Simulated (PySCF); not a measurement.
From computed data to an observable: oscillator strength and radiative lifetime

C₃H₆BFN₂, SMILES NB(F)C#CCN.

Coordinates come from a ωB97X-D3(BJ)/def2-SVP optimisation. This is a generated structure with no PubChem entry under its InChIKey; it may be hypothetical. Other conformers were not sampled.

PySCF 2.14.0 with TDDFT-CAM-B3LYP/def2-SVPD puts the first singlet state with f over 0.02 at 6.04 eV (vertical), with the transition dipole (0.513, 0.110, -0.099) in atomic units.

Problem. Find the oscillator strength, the wavelength and the radiative lifetime that this transition would have in vacuum if emission retraced absorption.

Solution. 
|μ|² = 0.2851 au, so |μ| = 1.36 D. ΔE = 6.04/27.211 = 0.2220 hartree. f = (2/3) ΔE |μ|² = 0.042 (the program prints 0.042).
λ = 1239.84/6.04 = 205 nm; ν = 48716 cm⁻¹.
Einstein's coefficient A = 0.6670 ν² f s⁻¹ (ν in cm⁻¹) = 6.7e7 s⁻¹, so τ = 1/A = 15 ns. This state is S2; the lower singlet has f = 0.003. The figure is the radiative limit of this one transition; relaxation, internal conversion, crossing to triplets and a medium change what is measured.
